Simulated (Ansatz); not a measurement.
Total energies of `OB(O)CCCCc1ccc(/N=N/c2ccccc2)cc1` from Ansatz at ωB97X-V/def2-TZVP, gas phase (1 Eh = 27.2114 eV = 2625.5 kJ/mol). The reference geometry is relaxed at PBE-D4/def2-SVP.

```tsv
state	geometry	energy (Eh)
charge 0 singlet	reference	-906.09506
charge 1 doublet	reference	-905.80537
charge -1 doublet	reference	-906.12723
free O atom (triplet)	–	-75.06843
free B atom (doublet)	–	-24.65377
free C atom (triplet)	–	-37.84659
free N atom (quartet)	–	-54.58629
free H atom (doublet)	–	-0.50049
```

Single mean-field runs in def2-TZVP are fitted with def2-universal-jkfit.

(1) Work out the vertical ionisation energy to the doublet.

(2) Work out the vertical electron affinity, to the doublet.

(3) Give the fundamental gap IE − EA, the Mulliken electronegativity (IE + EA)/2 and the hardness (IE − EA)/2.

(4) What is the binding energy per atom against free atoms?

(1) E(charge 1 doublet) − E(charge 0 singlet) = -905.80537 − (-906.09506) = 0.28969 Eh = 7.88 eV. For comparison, −ε of the highest occupied level is 8.32 eV at this level, 0.44 eV more.

(2) E(charge 0 singlet) − E(charge -1 doublet) = -906.09506 − (-906.12723) = 0.03217 Eh = 0.88 eV. The basis lacks diffuse functions, which makes affinities too small.

(3) From the values in Eh: IE − EA = 0.28969 − 0.03217 = 0.25752 Eh = 7.01 eV; (IE + EA)/2 = 4.38 eV; (IE − EA)/2 = 3.50 eV. The HOMO–LUMO gap of the same run is 7.95 eV, 0.94 eV larger than the fundamental gap.

(4) Atoms: 2 × (-75.06843) + 1 × (-24.65377) + 16 × (-37.84659) + 2 × (-54.58629) + 19 × (-0.50049) = -899.01796 Eh. Binding: -899.01796 − (-906.09506) = 7.07710 Eh = 192.58 eV, or 4.81 eV for each of 40 atoms (no zero-point energy, no counterpoise term).
